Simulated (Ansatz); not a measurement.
Reactions of C3H8Si2 (`C=C=C[SiH2][SiH3]`).

Isolated molecules relaxed with PBE0-D4/def2-TZVP in Ansatz; ΔE leaves out vibrations. CCSD(T)/CBS adds triple-zeta CCSD(T) − MP2 to the extrapolated MP2 energy (def2 sets, frozen cores). This one scheme is used for every species. DFT in def2-TZVPP. One conformer a species, not always the lowest.

```tsv
reaction	CCSD(T)/CBS(def2) (kcal/mol)
`C=C=C[SiH2][SiH3]` + `OCO` → `O[SiH2][SiH3]` + `C=C=CCO`	?
`C=C=C[SiH2][SiH3]` + `CSS` → `CSS[SiH2][SiH3]` + `C=C=C`	-12.0
`C=C=C[SiH2][SiH3]` + `OPS` → `OP([SiH3])S` + `C=C=C[SiH3]`	-1.8
`C=C=C[SiH2][SiH3]` + `C[S][AlH][F]` → `C[S][Al]([F])[SiH3]` + `C=C=C[SiH3]`	-1.9
`C=C=C[SiH2][SiH3]` + H₂S → `C=C=CS` + disilane	14.2
```

**Question.** Fill in the missing values. (Best estimate.)

**Answer.** The calculation gave: `C=C=C[SiH2][SiH3]` + `OCO` → `O[SiH2][SiH3]` + `C=C=CCO`: -20.6 kcal/mol.

Largest T1 diagnostic: 0.014, for `OP([SiH3])S`.
